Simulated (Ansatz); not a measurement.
`C[SiH2]/C(F)=C\F` + `C=N` → `C=N[SiH2]C` + `F/C=C/F`  (ligand exchange at the Si–C bond)

Calculated with Ansatz (gas phase, PBE0-D4/def2-TZVP geometries, no zero-point term in ΔE). CCSD(T)/CBS is the MP2 limit (def2-TZVPP, def2-QZVPP) plus CCSD(T) − MP2 in def2-TZVPP, frozen cores. This one scheme is used for every species. Double bonds are as drawn, so ΔE can hold a change between cis and trans. DFT in def2-TZVPP. B3LYP here is the variant with VWN-RPA as its local correlation; programs differ in this. Each species was taken in one conformer, which may not be the lowest.

`C[SiH2]/C(F)=C\F`:

Cartesian coordinates in Å:
```
C -1.336 -1.074 -0.925
Si 0.120 0.092 -0.900
C 0.843 0.152 0.833
F 1.237 -1.051 1.329
C 1.012 1.191 1.639
F 0.662 2.422 1.267
H -1.728 -1.177 -1.939
H -1.038 -2.064 -0.572
H -2.138 -0.707 -0.282
H -0.261 1.475 -1.278
H 1.190 -0.394 -1.810
H 1.436 1.135 2.636
```

`C=N`:

Z-matrix (Å, degrees):
```
C
N 1 1.261
H 1 1.096 2 124.9
H 1 1.092 2 118.8 3 -180.0
H 2 1.021 1 111.0 3 -0.0
```

`C=N[SiH2]C`:

Z-matrix (Å, degrees):
```
Si
N 1 1.747
C 1 1.862 2 108.8
H 1 1.497 2 110.9 3 121.9
H 1 1.486 2 106.9 3 -119.7
C 2 1.257 1 124.0 3 -122.3
H 3 1.093 1 110.6 2 -177.0
H 3 1.092 1 110.4 2 -57.0
H 3 1.092 1 110.8 2 63.0
H 6 1.097 2 120.4 1 179.6
H 6 1.103 2 124.2 1 -0.4
```

`F/C=C/F`:

Cartesian coordinates in Å:
```
F 1.167 -1.255 -0.410
C 0.599 -0.205 0.186
C -0.599 0.205 -0.186
F -1.167 1.256 0.410
H 1.196 0.250 0.966
H -1.196 -0.250 -0.966
```

(1) Is it downhill or uphill in electronic energy at CCSD(T)/CBS, and by how much? (An estimate is asked.)

(2) What do these levels give: B3LYP-D4, ωB97X-V, ωB97M-V, B2PLYP, PBE0, B3LYP, HF/def2-TZVPP, CCSD(T)/def2-TZVPP, HF/def2-QZVPP, MP2/def2-QZVPP, HF/CBS(def2), CCSD/CBS(def2)? (Best estimate.)

Largest T1 diagnostic among the species: 0.012.

Answers

(1) The calculation gave: Downhill: ΔE = -8.5 kcal/mol.

(2) The calculation gave: B3LYP-D4 -9.0, ωB97X-V -8.3, ωB97M-V -8.4, B2PLYP -9.4, PBE0 -8.5, B3LYP -9.4, HF/def2-TZVPP -11.5, CCSD(T)/def2-TZVPP -8.4, HF/def2-QZVPP -11.8, MP2/def2-QZVPP -9.5, HF/CBS(def2) -11.8, CCSD/CBS(def2) -8.9 kcal/mol.

From PBE to PBE0 (25 % exact exchange), in def2-TZVPP and without D4, ΔE moves by −0.8 kcal/mol. In def2-TZVPP, CCSD(T) changes the Hartree–Fock value by +3.1 kcal/mol (the triples alone add +0.4 kcal/mol) and MP2 by +2.1 kcal/mol.
